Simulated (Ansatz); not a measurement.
The same hydrogen abstraction along the group B, Al, In.

Program: Ansatz. Geometries: PBE0-D4/def2-TZVP. ΔE: electronic, gas phase. CCSD(T)/CBS is the MP2 limit (def2-TZVPP, def2-QZVPP) plus CCSD(T) − MP2 in def2-TZVPP, frozen cores. This one scheme is used for every species, atoms too. DFT in def2-TZVPP. Open shells (•) are unrestricted, without spin–orbit coupling. Spin–orbit coupling would lower the free atoms: a little for F. Elements past krypton have def2 core potentials. For Br, In outer-core shells are correlated without core-valence functions, so the limit isn't a true one: a few kJ/mol of doubt a bond, and 10 to 20 or more in all where bonds break to atoms. Scalar relativity is left out up to krypton.

```csv
reaction,r2SCAN-D4 (kJ/mol),MP2/CBS(def2) (kJ/mol),CCSD(T)/def2-SVP (kJ/mol),CCSD(T)/CBS(def2) (kJ/mol)
`BBr` + F• → `[BH]Br`• + H–F,-139,-161,-96,-135
`[AlH2][Br]` + F• → `[AlH][Br]`• + H–F,-230,-257,-186,-227
`[Br][InH2]` + F• → `[Br][InH]`• + H–F,-287,-314,-250,-287
```

Largest T1 diagnostic: 0.015, for `[Br][InH]`•.
